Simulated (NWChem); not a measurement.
System: SiH$_{3}$SCl; SMILES S[SiH2]Cl

The following NWChem deck was run.

```
start job
memory heap 200 mb stack 900 mb global 1100 mb
geometry units angstroms noautosym nocenter noautoz
  Si    -0.726348     0.042099    -0.006259
  S      0.503487    -1.691145    -0.182635
  Cl     0.348313     1.807190    -0.116545
  H     -1.659125    -0.024413    -1.159855
  H     -1.447027     0.058543     1.294215
  H      1.100685    -1.527949     1.018934
end
basis spherical
  Si library def2-svp
  S library def2-svp
  Cl library def2-svp
  H library def2-svp
end
dft
  xc pbe0
  iterations 150
end
cosmo
  do_cosmo_smd true
  solvent water
end
task dft energy
```

Output (shortened):

```
             Northwest Computational Chemistry Package (NWChem) 7.3.0
             --------------------------------------------------------

                             Geometry "geometry" -> ""
                             -------------------------

 Output coordinates in angstroms (scale by  1.889725989 to convert to a.u.)

  No.       Tag          Charge          X              Y              Z
 ---- ---------------- ---------- -------------- -------------- --------------
    1 Si                  14.0000    -0.72634800     0.04209900    -0.00625900
    2 S                   16.0000     0.50348700    -1.69114500    -0.18263500
    3 Cl                  17.0000     0.34831300     1.80719000    -0.11654500
    4 H                    1.0000    -1.65912500    -0.02441300    -1.15985500
    5 H                    1.0000    -1.44702700     0.05854300     1.29421500
    6 H                    1.0000     1.10068500    -1.52794900     1.01893400

 Effective nuclear repulsion energy (a.u.)     191.5834231601

                                 NWChem DFT Module
                                 -----------------

 Summary of "ao basis" -> "ao basis" (spherical)
 ------------------------------------------------------------------------------
       Tag                 Description            Shells   Functions and Types
 ---------------- ------------------------------  ------  ---------------------
 Si                         def2-svp                 8       18   4s3p1d
 S                          def2-svp                 8       18   4s3p1d
 Cl                         def2-svp                 8       18   4s3p1d
 H                          def2-svp                 3        5   2s1p

 in cosmo_initialize ...
 calling solv_data for solv:h2o

 solvent parameters
 solvname_short: h2o
 solvname_long:  water
 dielec:       78.4000
 dielecinf:     1.7769
 aqueous SMD model solvent descriptors
 dielec:       78.4000
 sola:          0.8200

          ---------------
          -cosmo- solvent
          ---------------
 Cosmo: York-Karplus, doi: 10.1021/jp992097l
 dielectric constant -eps-     =  78.40
 screen = (eps-1)/(eps    )    =   0.98724
 surface charge correction     = lagrangian

   van der Waals surface
 --------------------------

 ---------- ATOMIC COORDINATES (A.U.) ------------ VDWR(ANG.) --
     1   -1.37259869    0.07955557   -0.01182779     2.470
     2    0.95145247   -3.19580066   -0.34513011     2.490
     3    0.65821613    3.41509391   -0.22023812     2.380
     4   -3.13529163   -0.04613388   -2.19180814     1.200
     5   -2.73448453    0.11063023    2.44571172     1.200
     6    2.07999305   -2.88740493    1.92550606     1.200
 number of segments per atom =        128
 number of   points per atom =        128
 atom (   nspa,  nppa )
 ----------------------
    1 (     61,     0 )       0
    2 (     95,     0 )       0
    3 (     93,     0 )       0
    4 (     33,     0 )       0
    5 (     33,     0 )       0
    6 (     20,     0 )       0
 number of -cosmo- surface points =      335
 molecular surface =    140.463 angstrom**2
 molecular volume  =    139.319 angstrom**3
 -lineq- algorithm             =   0
 -bem- low  level              =   3
 -bem- from -octahedral-
 gaussian surface charge width =   4.50000
 degree of switching           =   1.00000
 switching function tolerance  =   0.00010
 atomic radii =
 --------------
    1 14.000  2.470
    2 16.000  2.490
    3 17.000  2.380
    4  1.000  1.200
    5  1.000  1.200
    6  1.000  1.200
 ...... end of -cosmo- initialization ......

 nat:                     6
 ixmem:                  2111
 calling mnsol_interface()
 G(SMD-CDS) energy (kcal/mol)  =     1.777
 SMD-CDS SASA (angstrom**2)    =   132.725

[...]

                                COSMO-SMD solvation results
                                ---------------------------

             internal energy in gas <Psi(g)|H|Psi(g)> =     -1148.983248486451
         internal energy in solvent <Psi(s)|H|Psi(s)> =     -1148.982654352300
                               delta internal energy  =         0.000594134150 (    0.37 kcal/mol)
   total free energy in solvent <Psi(s)|H+V/2|Psi(s)> =     -1148.987240465518
 polarization energy contribution <Psi(s)|V/2|Psi(s)> =        -0.004586113218 (   -2.88 kcal/mol)
    total free energy in solvent including G(SMD-CDS) =     -1148.984409159229
                       G(SMD-CDS) energy contribution =         0.002831306289 (    1.78 kcal/mol)
     1 M fixed-concentration free energy of solvation =        -0.001160672779 (   -0.73 kcal/mol)

                       DFT Final Molecular Orbital Analysis
                       ------------------------------------

 Vector   23  Occ=2.000000D+00  E=-3.293319D-01
              MO Center= -1.2D-02,  8.8D-01, -2.6D-01, r^2= 3.6D+00
   Bfn.  Coefficient  Atom+Function         Bfn.  Coefficient  Atom+Function
  ----- ------------  ---------------      ----- ------------  ---------------
    49      0.397828  3 Cl pz                47      0.334375  3 Cl px
    46      0.283722  3 Cl pz                44      0.239455  3 Cl px
    55      0.222331  4 H  s                 43      0.165621  3 Cl pz
    29      0.156257  2 S  px                30     -0.151532  2 S  py
    48     -0.151741  3 Cl py                56      0.151423  4 H  s

 Vector   24  Occ=2.000000D+00  E=-3.248720D-01
              MO Center= -7.2D-03,  5.7D-01,  7.8D-02, r^2= 4.2D+00
   Bfn.  Coefficient  Atom+Function         Bfn.  Coefficient  Atom+Function
  ----- ------------  ---------------      ----- ------------  ---------------
    49      0.376507  3 Cl pz                46      0.271519  3 Cl pz
    47     -0.270499  3 Cl px                30      0.232902  2 S  py
    60     -0.233620  5 H  s                 44     -0.193581  3 Cl px
    48      0.187139  3 Cl py                27      0.180450  2 S  py
    61     -0.165579  5 H  s                 43      0.157994  3 Cl pz

 Vector   25  Occ=2.000000D+00  E=-2.831843D-01
              MO Center=  3.9D-01, -1.4D+00, -1.2D-01, r^2= 2.3D+00
   Bfn.  Coefficient  Atom+Function         Bfn.  Coefficient  Atom+Function
  ----- ------------  ---------------      ----- ------------  ---------------
    29      0.444054  2 S  px                30      0.335188  2 S  py
    26      0.308844  2 S  px                31     -0.274917  2 S  pz
    27      0.230073  2 S  py                28     -0.191504  2 S  pz
    23      0.176644  2 S  px                48      0.176196  3 Cl py
    24      0.131767  2 S  py                45      0.120981  3 Cl py

 Vector   26  Occ=0.000000D+00  E= 1.806784D-02
              MO Center= -2.3D-01, -1.1D-01,  8.3D-02, r^2= 3.8D+00
   Bfn.  Coefficient  Atom+Function         Bfn.  Coefficient  Atom+Function
  ----- ------------  ---------------      ----- ------------  ---------------
    11      0.776463  1 Si px                 3      0.615714  1 Si s
    48      0.521624  3 Cl py                40     -0.467402  3 Cl s
    12      0.423501  1 Si py                30     -0.417878  2 S  py
     8      0.268176  1 Si px                 4      0.262068  1 Si s
     2      0.256131  1 Si s                 66     -0.239120  6 H  s

 Vector   27  Occ=0.000000D+00  E= 3.168992D-02
              MO Center= -1.2D-01, -4.9D-01,  3.2D-01, r^2= 4.7D+00
   Bfn.  Coefficient  Atom+Function         Bfn.  Coefficient  Atom+Function
  ----- ------------  ---------------      ----- ------------  ---------------
    22      0.991428  2 S  s                 12      0.781304  1 Si py
    66     -0.783245  6 H  s                 11     -0.635587  1 Si px
    31      0.491538  2 S  pz                30      0.465087  2 S  py
    61     -0.359826  5 H  s                 21      0.266143  2 S  s
    47      0.246275  3 Cl px                13      0.216808  1 Si pz

 Vector   28  Occ=0.000000D+00  E= 3.952265D-02
              MO Center= -2.6D-01, -6.4D-01,  1.7D-01, r^2= 4.4D+00
   Bfn.  Coefficient  Atom+Function         Bfn.  Coefficient  Atom+Function
  ----- ------------  ---------------      ----- ------------  ---------------
    12      0.848654  1 Si py                66      0.665242  6 H  s
    29     -0.622147  2 S  px                61      0.596886  5 H  s
    13     -0.518657  1 Si pz                 3     -0.397761  1 Si s
    40     -0.352199  3 Cl s                 31     -0.295225  2 S  pz
     9      0.244178  1 Si py                65      0.229360  6 H  s

     Multipole analysis of the density
     ---------------------------------

     L   x y z        total         alpha         beta         nuclear
     -   - - -        -----         -----         ----         -------
     0   0 0 0     -0.000000    -25.000000    -25.000000     50.000000

     1   1 0 0     -0.285312     -1.846030     -1.846030      3.406749
     1   0 1 0     -0.261925     -2.738290     -2.738290      5.214655
     1   0 0 1      0.524706      3.888507      3.888507     -7.252309

     2   2 0 0    -28.815093    -49.337358    -49.337358     69.859624
     2   1 1 0     -0.868015      8.630531      8.630531    -18.129077
     2   1 0 1      1.515913      2.408890      2.408890     -3.301868
     2   0 2 0    -32.919610   -201.519345   -201.519345    370.119080
     2   0 1 1     -1.266734     -0.463364     -0.463364     -0.340006
     2   0 0 2    -28.868189    -23.046834    -23.046834     17.225480
```

Level: PBE0/def2-SVP, SMD on the gas-phase geometry. All runs use the structure optimised with PBE0/def2-SVP. Solvent: water.
